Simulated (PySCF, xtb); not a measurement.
Sb(TeH)3 (H₃SbTe₃), SMILES [Sb]([TeH])([TeH])[TeH].

GFN2-xTB in xtb 6.7.1 at its own geometry gives an orbital gap of 3.25 eV and a dipole moment of 1.67 D.

Coordinates come from a PBE-D3(BJ)/def2-SVP optimisation. The structure was generated by enumeration; whether it is a known compound was not checked. The def2 effective core potentials stand for the cores of Sb, Te; spin–orbit coupling is left out.

Problem. What does PBE/def2-TZVP (PySCF) give? (The exact figures need the calculation; the answer reports its results.)

Solution. gap 2.45 eV (levels -5.34 and -2.90 eV), dipole 1.09 D.
